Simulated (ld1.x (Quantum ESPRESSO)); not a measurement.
N, TM: configuration errors across variants

- Element: N (Z = 7)
- Generator: ld1.x (Quantum ESPRESSO) 7.5
- Type: norm-conserving Troullier–Martins (Kleinman–Bylander form)
- Functional: PBE
- Relativity: scalar-relativistic
- Frozen core: [He]
- Valence charge: 5
- Reference configuration: 2s2 2p3
- Partial waves: 2s (bound): rc 1.05 bohr; 2p (bound): rc 1.50 bohr
- Local potential: the p channel
- Core correction: a·sin(br)/r model core, default radius (core density twice the valence density)

All-electron excitation energies from the reference (eV): (1) 2s2 2p2 13.591; (2) 2s2 2p1 42.445; (3) 2s2 2p0 89.528; (4) 2s1 2p4 11.508; (5) 2s1 2p0 167.346; (6) 2s1 2p3 25.372; (7) 2s0 2p5 23.041.

The default core radius of the base comes out at 0.41 bohr.

2 further variants failed, have other tests or another functional or relativity, and are left out.

Errors AE − PS in meV (a dash: test not solved or not reliable):

| change | (1) | (2) | (3) | (4) | (5) | (6) | (7) | bound ghosts |
| --- | --- | --- | --- | --- | --- | --- | --- | --- |
| base | +3.7 | +98 | +572 | +7.4 | +973 | -26 | +31 | none |
| all radii but the core radius scaled by about 0.77 (s 0.80, p 1.16 bohr) | +1.9 | +41 | +243 | +8.0 | +457 | -0.5 | +33 | none |
| local potential the s channel | +12 | +132 | +619 | +7.5 | +1019 | -15 | +31 | none |
| wave 2p (bound): rc 1.50 bohr becomes 2p (bound): rc 1.94 bohr | +11 | +259 | +1355 | -2.9 | +2275 | -94 | -10 | none |
| core correction none | +4.2 | +107 | +642 | +9.0 | +1122 | -27 | +31 | none |
| wave 2s (bound): rc 1.05 bohr becomes 2s (bound): rc 0.72 bohr | +3.1 | +93 | +549 | +7.7 | +960 | -24 | +32 | none |
| all radii but the core radius scaled by about 1.29 (s 1.36, p 1.94 bohr) | +16 | +295 | +1492 | -4.4 | +2330 | -105 | -16 | none |
| all radii but the core radius scaled by about 1.23 (s 1.30, p 1.84 bohr) | +12 | +236 | +1236 | +0.1 | +1953 | -82 | +2.0 | none |

(1) Give the same row for: all radii but the core radius scaled by about 1.13 (s 1.18, p 1.70 bohr).

Results:

(1) +6.8, +166, +913, +4.4, +1492, -55, +19; bound ghosts: none.
